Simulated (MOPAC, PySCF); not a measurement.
Species: SiHBr, net charge 0, singlet state. SMILES: Br[SiH]
Structure (B3LYP-D3(BJ)/def2-TZVP (Ansatz) minimum search):
```xyz
3

Si    -0.8792    -0.7820     1.0617
H     -1.8991    -1.2190     0.0169
Br     0.4059     0.3476    -0.4252
```
Charge 0, spin multiplicity 1.

Unscaled harmonic wavenumbers (cm⁻¹) in rising order, each level at the stationary point that it reaches from this structure (no distance between atoms moves by over 0.3 Å); the order of modes can differ between levels, and a negative number is imaginary. B3LYP-D3(BJ)/def2-TZVP (PySCF, at the structure above): 393, 774, 2018.

AM1 (MOPAC): 375, 630, 2217. Zero-point energy 4.6 against 4.6 kcal/mol; where all levels lie over 400 cm⁻¹, the wavenumbers are on average 0.956 times those of B3LYP-D3(BJ)/def2-TZVP.

PM6 (MOPAC): 310, 529, 2002. Zero-point energy 4.1 against 4.6 kcal/mol; where all levels lie over 400 cm⁻¹, the wavenumbers are on average 0.838 times those of B3LYP-D3(BJ)/def2-TZVP.
